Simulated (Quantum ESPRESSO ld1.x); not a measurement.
Q: Ru XXVIII, 17 electrons, occupied as [Ne] 3s2 3p5. Method: scalar-relativistic Kohn-Sham, LDA (Slater exchange, Perdew-Zunger correlation), spin-unpolarised, spherical densities, point nucleus; computed with ld1.x of Quantum ESPRESSO 7.5. Some entries of the table are withheld. Estimate them.

orbital,occ.,eigenvalue (Ry),<r> (bohr)
1s,2,(1),(2)
2s,2,-323.718,0.1444
2p,6,-300.360,0.1256
3s,2,-117.181,0.3612
3p,5,-109.683,(3)
3d,0,-99.5613,0.3138
4s,0,-59.1435,0.6941

A: 
(1) 1s eigenvalue (Ry): -1704.51
(2) 1s <r> (bohr): 0.03347
(3) 3p <r> (bohr): 0.3517
